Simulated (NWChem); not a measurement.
All runs are NWChem calculations. System: Bi, charge 0, spin multiplicity 4. Its SCF solution wasn't tested for a lower state. Level: ROCCSDT/def2-SVP with def2 effective core potentials on Bi, 4 core orbitals frozen.

Input file:

```
start mol
memory heap 100 mb stack 700 mb global 1900 mb
geometry units angstroms nocenter noautoz
  Bi     0.000000     0.000000     0.000000
  symmetry group D2h
end
basis spherical
  * library def2-svp
end
ecp
  Bi library def2-ecp
end
scf
  rohf
  nopen 3
  maxiter 100
  thresh 1e-7
  semidirect memsize 60000000 filesize 0
  # guess.movecs holds the orbitals of an unrestricted PBE0 run
  vectors input guess.movecs output mol.movecs
end
tce
  freeze core 4
  ccsdt
  2eorb
  2emet 13
  thresh 1e-6
  maxiter 100
  tilesize 24
end
task tce energy
```

Part of the output:

```
             Northwest Computational Chemistry Package (NWChem) 7.3.0
             --------------------------------------------------------

                                NWChem Input Module
                                -------------------

 Scaling coordinates for geometry "geometry" by  1.889725989
 (inverse scale =  0.529177249)

                             Geometry "geometry" -> ""
                             -------------------------

 Output coordinates in angstroms (scale by  1.889725989 to convert to a.u.)

  No.       Tag          Charge          X              Y              Z
 ---- ---------------- ---------- -------------- -------------- --------------
    1 Bi                  83.0000     0.00000000     0.00000000     0.00000000

 Effective nuclear repulsion energy (a.u.)       0.0000000000

            Nuclear Dipole moment (a.u.)
            ----------------------------
        X                 Y               Z
 ---------------- ---------------- ----------------
     0.0000000000     0.0000000000     0.0000000000

      Symmetry information
      --------------------

 Group name             D2h
 Group number             26
 Group order               8
 No. of unique centers     1

      Symmetry unique atoms

     1


 Summary of "ao basis" -> "" (spherical)
 ------------------------------------------------------------------------------
       Tag                 Description            Shells   Functions and Types
 ---------------- ------------------------------  ------  ---------------------
 *                          def2-svp                  on all atoms

 Summary of "ao basis" -> "ao basis" (spherical)
 ------------------------------------------------------------------------------
       Tag                 Description            Shells   Functions and Types
 ---------------- ------------------------------  ------  ---------------------
 Bi                         def2-svp                10       26   4s4p2d

                                 NWChem SCF Module
                                 -----------------

  ao basis        = "ao basis"
  functions       =    26
  atoms           =     1
  closed shells   =    10
  open shells     =     3
  charge          =   0.00
  wavefunction    = ROHF
  use symmetry    = T
  symmetry adapt  = T

 Summary of "ao basis" -> "ao basis" (spherical)
 ------------------------------------------------------------------------------
       Tag                 Description            Shells   Functions and Types
 ---------------- ------------------------------  ------  ---------------------
 Bi                         def2-svp                10       26   4s4p2d

      Symmetry analysis of basis
      --------------------------

        ag          8
        au          0
        b1g         2
        b1u         4
        b2g         2
        b2u         4
        b3g         2
        b3u         4

 Forming initial guess at       0.1s

      Symmetry analysis of molecular orbitals - initial
      -------------------------------------------------

  Numbering of irreducible representations:

     1 ag          2 au          3 b1g         4 b1u         5 b2g
     6 b2u         7 b3g         8 b3u

  Orbital symmetries:

     1 ag          2 b3u         3 b2u         4 b1u         5 b2g
     6 b3g         7 b1g         8 ag          9 ag         10 ag
    11 b2u        12 b3u        13 b1u        14 ag         15 b1u
    16 b3u        17 b2u        18 ag         19 b2g        20 b3g
    21 b1g        22 ag         23 b2u

 Starting SCF solution at       0.1s

 ----------------------------------------------
         Quadratically convergent ROHF

 Convergence threshold     :          1.000E-07
 Maximum no. of iterations :          100
 Final Fock-matrix accuracy:          1.000E-09
 ----------------------------------------------

              iter       energy          gnorm     gmax       time
             ----- ------------------- --------- --------- --------
                 1     -213.5815021542  3.25D-01  1.16D-01      0.3
                 2     -213.5874424522  6.50D-02  3.46D-02      0.3
                 3     -213.5877689638  7.99D-04  2.97D-04      0.3
                 4     -213.5877689936  1.35D-07  6.47D-08      0.3
                 5     -213.5877689936  4.94D-09  2.84D-09      0.3

       Final ROHF results
       ------------------

         Total SCF energy =   -213.587768993624
      One-electron energy =   -372.914597646860
      Two-electron energy =    159.326828653236
 Nuclear repulsion energy =      0.000000000000

        Time for solution =      0.3s

       Symmetry analysis of molecular orbitals - final
       -----------------------------------------------

  Numbering of irreducible representations:

     1 ag          2 au          3 b1g         4 b1u         5 b2g
     6 b2u         7 b3g         8 b3u

  Orbital symmetries:

     1 ag          2 b3u         3 b2u         4 b1u         5 b2g
     6 b3g         7 b1g         8 ag          9 ag         10 ag
    11 b1u        12 b3u        13 b2u        14 ag         15 b3u
    16 b2u        17 b1u        18 b3g        19 b2g        20 ag
    21 b1g        22 ag         23 b2u

             Final eigenvalues
             -----------------

              1
    1   -6.6787
    2   -4.2550
    3   -4.2550
    4   -4.2550
    5   -1.3072
    6   -1.3072
    7   -1.3072
    8   -1.3072
    9   -1.3072
   10   -0.6768
   11   -0.1326
   12   -0.1326
   13   -0.1326
   14    0.3423
   15    0.4297
   16    0.4297
   17    0.4297
   18    0.5108
   19    0.5108
   20    0.5108
   21    0.5108
   22    0.5108
   23   21.4700

                       ROHF Final Molecular Orbital Analysis
                       -------------------------------------

 Vector   11  Occ=1.000000D+00  E=-1.325721D-01  Symmetry=b1u
              MO Center= -8.2D-22, -7.0D-22,  4.6D-18, r^2= 2.9D+00
   Bfn.  Coefficient  Atom+Function         Bfn.  Coefficient  Atom+Function
  ----- ------------  ---------------      ----- ------------  ---------------
    13      0.585991  1 Bi pz                16      0.570391  1 Bi pz
     7     -0.294911  1 Bi pz

 Vector   12  Occ=1.000000D+00  E=-1.325721D-01  Symmetry=b3u
              MO Center=  1.1D-18,  2.1D-27, -1.1D-27, r^2= 2.9D+00
   Bfn.  Coefficient  Atom+Function         Bfn.  Coefficient  Atom+Function
  ----- ------------  ---------------      ----- ------------  ---------------
    11      0.585991  1 Bi px                14      0.570391  1 Bi px
     5     -0.294911  1 Bi px

 Vector   13  Occ=1.000000D+00  E=-1.325721D-01  Symmetry=b2u
              MO Center= -4.9D-26,  1.0D-18,  5.1D-29, r^2= 2.9D+00
   Bfn.  Coefficient  Atom+Function         Bfn.  Coefficient  Atom+Function
  ----- ------------  ---------------      ----- ------------  ---------------
    12      0.585991  1 Bi py                15      0.570391  1 Bi py
     6     -0.294911  1 Bi py

 Vector   14  Occ=0.000000D+00  E= 3.422880D-01  Symmetry=ag
              MO Center= -1.6D-23,  6.6D-22, -1.3D-22, r^2= 3.9D+00
   Bfn.  Coefficient  Atom+Function         Bfn.  Coefficient  Atom+Function
  ----- ------------  ---------------      ----- ------------  ---------------
     3      2.373214  1 Bi s                  4     -2.044204  1 Bi s
     1     -0.610871  1 Bi s                  2     -0.200208  1 Bi s

 Vector   15  Occ=0.000000D+00  E= 4.296785D-01  Symmetry=b3u
              MO Center=  3.0D-19, -2.4D-28,  1.3D-28, r^2= 4.8D+00
   Bfn.  Coefficient  Atom+Function         Bfn.  Coefficient  Atom+Function
  ----- ------------  ---------------      ----- ------------  ---------------
    11      1.494864  1 Bi px                14     -1.321511  1 Bi px
     5     -0.379044  1 Bi px                 8     -0.176515  1 Bi px

 Vector   16  Occ=0.000000D+00  E= 4.296785D-01  Symmetry=b2u
              MO Center= -1.3D-27,  3.0D-19,  1.3D-28, r^2= 4.8D+00
   Bfn.  Coefficient  Atom+Function         Bfn.  Coefficient  Atom+Function
  ----- ------------  ---------------      ----- ------------  ---------------
    12      1.494864  1 Bi py                15     -1.321511  1 Bi py
     6     -0.379044  1 Bi py                 9     -0.176515  1 Bi py

 center of mass
 --------------
 x =   0.00000000 y =   0.00000000 z =   0.00000000

 moments of inertia (a.u.)
 ------------------
           0.000000000000           0.000000000000           0.000000000000
           0.000000000000           0.000000000000           0.000000000000
           0.000000000000           0.000000000000           0.000000000000

  Mulliken analysis of the total density
  --------------------------------------

    Atom       Charge   Shell Charges
 -----------   ------   -------------------------------------------------------
    1 Bi  23    23.00   2.92 -0.87  1.22  0.72  4.70  1.29  1.45  1.56  9.76  0.24

 Mulliken analysis of the open-shell density
 -------------------------------------------

    Atom       Charge   Shell Charges
 -----------   ------   -------------------------------------------------------
    1 Bi  23     3.00   0.00  0.00  0.00  0.00 -0.03  0.07  1.40  1.56  0.00  0.00

       Multipole analysis of the density wrt the origin
       ------------------------------------------------

     L   x y z        total         open         nuclear
     -   - - -        -----         ----         -------
     0   0 0 0      0.000000     -3.000000     23.000000

     1   1 0 0      0.000000     -0.000000      0.000000
     1   0 1 0      0.000000     -0.000000      0.000000
     1   0 0 1      0.000000     -0.000000      0.000000

     2   2 0 0    -22.528189    -10.233176      0.000000
     2   1 1 0     -0.000000     -0.000000      0.000000
     2   1 0 1     -0.000000     -0.000000      0.000000
     2   0 2 0    -22.528189    -10.233176      0.000000
     2   0 1 1     -0.000000     -0.000000      0.000000
     2   0 0 2    -22.528189    -10.233176      0.000000

                   NWChem Extensible Many-Electron Theory Module
                   ---------------------------------------------


            General Information
            -------------------
      Number of processors :     1
         Wavefunction type : Restricted open-shell Hartree-Fock
          No. of electrons :    23
           Alpha electrons :    13
            Beta electrons :    10
           No. of orbitals :    52
            Alpha orbitals :    26
             Beta orbitals :    26
        Alpha frozen cores :     4
         Beta frozen cores :     4
     Alpha frozen virtuals :     0
      Beta frozen virtuals :     0
         Spin multiplicity : quartet
    Number of AO functions :    26
       Number of AO shells :    10
        Use of symmetry is : on
      Symmetry adaption is : on
         Schwarz screening : 0.10D-09

          Correlation Information
          -----------------------
          Calculation type : Coupled-cluster singles, doubles, & triples
   Perturbative correction : none
            Max iterations :      100
        Residual threshold : 0.10D-05
     T(0) DIIS level shift : 0.00D+00
     L(0) DIIS level shift : 0.00D+00
     T(1) DIIS level shift : 0.00D+00
     L(1) DIIS level shift : 0.00D+00
     T(R) DIIS level shift : 0.00D+00
     T(I) DIIS level shift : 0.00D+00
   CC-T/L Amplitude update :  5-th order DIIS
                I/O scheme : Global Array Library
        L-threshold :  0.10D-05
        EOM-threshold :  0.10D-05
 no EOMCCSD initial starts read in
 TCE RESTART OPTIONS
 SLICE:      F
 D4D5:       F
 quantumc:   F
 qrotation:  F
 pwtce:      F
 qducc:      F
 nacto:                         0
 nrotv:                         0
 nrot:                          0

            Memory Information
            ------------------
          Available GA space size is     249035448 doubles
          Available MA space size is     104851124 doubles

 Maximum block size supplied by input
 Maximum block size        24 doubles

 tile_dim =      4

 -------------------------------------------------

 Global array virtual files algorithm will be used

 Parallel file system coherency ......... OK

 4-electron integrals stored in orbital form

 v2    file size   =             5761
 4-index algorithm nr.  13 is used
 imaxsize =       30
 imaxsize ichop =        0
 IN MAPPING 1 for UCC(4),CCSDT,CCSDTQ


 CCSDT iterations
 --------------------------------------------------------
 Iter          Residuum       Correlation     Cpu    Wall
 --------------------------------------------------------
    1   0.1923814912842  -0.0713895258875    69.5    69.5
    2   0.0259306798072  -0.0747679603524    57.3    57.3
    3   0.0102033966805  -0.0769611810448    54.6    54.6
    4   0.0025283135591  -0.0771198745605    56.6    56.6
    5   0.0009135054318  -0.0772459538360    82.9    82.9
    6   0.0003044806515  -0.0772625386205    85.2    85.2
    7   0.0000822244602  -0.0772658569858    73.4    73.4
    8   0.0000333081069  -0.0772654723227    52.5    52.5
    9   0.0000140489463  -0.0772653257984    63.6    63.6
   10   0.0000060715255  -0.0772652785067    68.8    68.8
   11   0.0000005725626  -0.0772652297554    56.1    56.1
 --------------------------------------------------------
 Iterations converged
 CCSDT correlation energy / hartree =        -0.077265229755375
 CCSDT total energy / hartree       =      -213.665034223379308

 Singles contributions

 Doubles contributions

 Task  times  cpu:      725.7s     wall:      725.7s

 Total times  cpu:      725.8s     wall:      725.8s
```
